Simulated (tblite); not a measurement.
C₇H₁₁O (doublet state).
Geometry (GFN2-xTB, Å), atoms numbered from 1 in this order:
```xyz
19
C7H11O angstrom
C      2.483   -0.067   -0.484
C      1.756    0.439    0.693
C      0.260    0.253    0.559
C     -0.492    1.054   -0.492
C     -1.872    0.383   -0.549
C     -1.633   -1.089   -0.178
C     -0.436   -1.023    0.746
O     -0.491   -0.009    1.717
H      3.413    0.372   -0.783
H      2.135   -0.945   -0.992
H      2.065   -0.097    1.607
H      1.983    1.496    0.864
H     -0.562    2.110   -0.233
H      0.041    0.958   -1.440
H     -2.520    0.837    0.201
H     -2.342    0.491   -1.525
H     -2.504   -1.538    0.296
H     -1.364   -1.682   -1.054
H      0.070   -1.934    1.041
```

Computed values, GFN2-xTB/tblite, gas phase, harmonic and unscaled. Against measured fundamentals such values can be off by several per cent, at times by over 20. One conformer, not necessarily the lowest. Open shells enter through the occupations alone, without spin polarisation, and single modes of such species can be off by tens of per cent.

Harmonic wavenumbers (cm⁻¹): 73.9, 88.7, 138.3, 202.7, 259.6, 317.3, 423.2, 444.7, 500.7, 556.5, 647.6, 742.7, 817.5, 838.8, 903.8, 941.9, 952.8, 979.1, 989.6, 1012.6, 1066.5, 1092.5, 1108.0, 1116.1, 1125.9, 1140.6, 1173.1, 1203.5, 1219.6, 1253.7, 1290.2, 1294.7, 1307.5, 1318.9, 1395.5, 1436.4, 1458.1, 1470.4, 1475.5, 1485.4, 2819.3, 2949.6, 2977.0, 2977.7, 3002.9, 3007.1, 3010.8, 3018.8, 3033.5, 3138.9, 3183.6.

A = 3674, B = 1702, C = 1547 MHz; mass 111.081 u (most abundant isotopes); point group C1, symmetry number 1; spin multiplicity 2.

Q: What is the zero-point energy?

A: Half the sum of the wavenumbers: 35192 cm⁻¹ = 100.62 kcal/mol.

Q: Entropy at 400 K, 1 bar (ideal gas, RRHO, classical rotation)?

A: Translation 41.52, rotation 28.77, vibration 29.84, spin (R ln 2) 1.38: S = 101.5 cal/(mol K).

Q: And Cp and H(400 K) − H(0)?

A: Cp = 43.89 cal/(mol K), of which vibrations give 35.94 (their classical limit is 51 R = 101.3); H(400 K) − H(0) = 9.76 kcal/mol without the zero-point energy, 6.58 from vibrations.

Q: Blend soft modes into free rotors: weight 1/[1 + (100 cm⁻¹/ν̃)⁴] for the oscillator and the rest for a rotor with moment μB/(μ + B), μ = h/(8π²ν), B = 10⁻⁴⁴ kg m². What vibrational entropy results?

A: 28.19 cal/(mol K) in place of 29.84, which changes −T·S at 400 K by +0.66 kcal/mol.

Q: How do the functions run with temperature in this model?

A: 
```tsv
T (K)	S (cal/(mol K))	Cp (cal/(mol K))	H − H(0) (kcal/mol)	G − H(0) (kcal/mol)	ln q(vib)
100	66.0	15.5	1.13	-5.47	0.99
200	79.2	23.4	3.07	-12.76	2.80
300	90.5	33.3	5.90	-21.24	4.72
500	112.3	53.2	14.63	-41.54	8.85
800	141.9	72.4	33.74	-79.79	15.35
1000	159.0	80.6	49.08	-109.92	19.58
```

q(vib) and H(0) count from the zero-point level.

Hindered rotation and anharmonicity are outside this model. Other conformers, if any are populated, would add a mixing term that is left out. The structure is chiral; the term R ln 2 for an equal mix with its mirror image is left out.
